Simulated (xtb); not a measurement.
Harmonic IR lines of one isomer of C4H4BFO, unscaled. Method: GFN2-xTB (xtb).

wavenumber (cm⁻¹): 592 (w), 631 (w), 812 (m), 818 (m), 1003 (w), 1039 (w), 1135 (w), 1246 (m), 1282 (w), 1380 (w), 1466 (vs), 1581 (m), 2667 (m), 2714 (m)

Problem. Name which structure gives these lines.
(A) `Bc1ccoc1F`
(B) `Bc1cocc1F`
(C) `Bc1occc1F`
(D) `Bc1ccc(F)o1`

Solution. D, `Bc1ccc(F)o1`
